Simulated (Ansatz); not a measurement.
Input file:

```yaml
accuracy: low
crystal:
  lattice:
    - [6.534335, 0.0, 0.0]
    - [0.0, 6.534335, 0.0]
    - [0.0, 0.0, 6.534335]
  atoms:
    - { symbol: O, position: [-0.06805077, 0.22798132, 1.21311241] }
    - { symbol: H, position: [0.02458939, 0.32263378, 1.13008928] }
    - { symbol: H, position: [-0.08468863, 0.11085141, 1.1346119] }
    - { symbol: O, position: [0.6466279, 0.80789871, 0.69508843] }
    - { symbol: H, position: [0.63212178, 0.95140875, 0.66008726] }
    - { symbol: H, position: [0.75780229, 0.73918678, 0.6189045] }
    - { symbol: O, position: [0.92783493, 0.51785188, 0.5818135] }
    - { symbol: H, position: [1.0545194, 0.58671159, 0.54997934] }
    - { symbol: H, position: [0.90529459, 0.4031335, 0.49037408] }
    - { symbol: O, position: [0.3464203, 0.6484961, 0.41958955] }
    - { symbol: H, position: [0.4565208, 0.69239084, 0.51161858] }
    - { symbol: H, position: [0.41041779, 0.54978811, 0.31764695] }
    - { symbol: O, position: [0.78072171, 0.86703612, 0.12090469] }
    - { symbol: H, position: [0.68121158, 0.83617356, 0.22191439] }
    - { symbol: H, position: [0.71261774, 0.82920795, -0.0048422] }
    - { symbol: O, position: [0.57526957, 0.42079358, 0.12151071] }
    - { symbol: H, position: [0.53271762, 0.36828726, -0.01321832] }
    - { symbol: H, position: [0.70273963, 0.35251962, 0.14703588] }
    - { symbol: O, position: [0.45467023, 0.24113198, 0.70581377] }
    - { symbol: H, position: [0.44610023, 0.3550359, 0.60053946] }
    - { symbol: H, position: [0.36776264, 0.14093115, 0.62538087] }
    - { symbol: O, position: [0.17882443, 1.01634178, 0.50377497] }
    - { symbol: H, position: [0.08940664, 1.08575173, 0.40623942] }
    - { symbol: H, position: [0.22768419, 0.90210781, 0.42794272] }
    - { symbol: "N", position: [0.11118834, 0.5342049, 0.99972013] }
    - { symbol: H, position: [0.26183721, 0.55106246, 0.96595643] }
    - { symbol: H, position: [0.0439566, 0.50851762, 0.86388248] }
    - { symbol: H, position: [0.06283779, 0.66397148, 1.07374635] }
basis:
  ecutwfc: 420.0
kpoints:
  mp_grid: { grid: [1, 1, 1] }
hamiltonian:
  xc: pbe
scf:
  occupations: { method: fermi_dirac, width: 0.05 }
  lower_state_search: "off"
md:
  timestep: 0.5
  n_steps: 400
  ensemble: nvt_langevin
  temperature: 250.0
  initial_velocities: maxwell_boltzmann
  seed: 301607
  friction: 0.02
```

Launched with:

```bash
$ ansatz run input.yaml --threads 1 --pin off --max-ram 3072MiB --backend cpu --events-out ev --progress --plain --runs-dir out
```

Hardware: 1 thread of Arm Neoverse V2 (shared host).

Problem. Roughly how long does this run take, and how much memory?

Solution. 7.8 min, with a peak of 0.35 GiB, for 401 ionic steps.
